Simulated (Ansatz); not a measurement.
Relaxation of AlBrF₃H (6 atoms, charge 0, multiplicity 1), to a largest force component of 0.03 eV/Å in at most 50 steps.

Method: Ansatz 0.2.0, RKS B3LYP/def2-SVP.

```xyz
6
Properties=species:S:1:pos:R:3
Al 0.019 -0.541 -0.462
F 0.033 0.044 2.348
F 1.441 0.198 -0.847
F -1.436 0.113 -0.877
Br 0.071 -2.706 0.492
H 0.039 -0.865 2.535
```

**Question.** Where does it end, and by what steps?

**Answer.** The run converged. After 8 steps the energy has fallen by 0.608 eV; F2 moved furthest, 0.54 Å. Joined: Al1–F2 (2.87 → 1.98 Å).

| step | energy less start (eV) | largest force component (eV/Å) | accepted |
| --- | --- | --- | --- |
| 0 | 0.0000 | 1.178 | yes |
| 1 | -0.2404 | 0.530 | yes |
| 2 | -0.4276 | 0.825 | yes |
| 3 | -0.5642 | 0.919 | yes |
| 4 | -0.6001 | 0.127 | yes |
| 5 | -0.6046 | 0.063 | yes |
| 6 | -0.6063 | 0.086 | yes |
| 7 | -0.6075 | 0.043 | yes |
| 8 | -0.6077 | 0.015 | yes |

```xyz
6
Properties=species:S:1:pos:R:3
Al 0.024 -0.495 -0.102
F 0.012 0.014 1.807
F 1.440 0.175 -0.637
F -1.424 0.105 -0.634
Br 0.079 -2.689 0.576
H 0.034 -0.868 2.179
```

Whether the end is a true minimum wasn't checked by a vibrational analysis.

The run took 43 s on 2 threads of Intel(R) Xeon(R) Platinum 8259CL CPU @ 2.50GHz (Skylake/Cascade Lake) (shared host), peak memory 0.24 GiB.
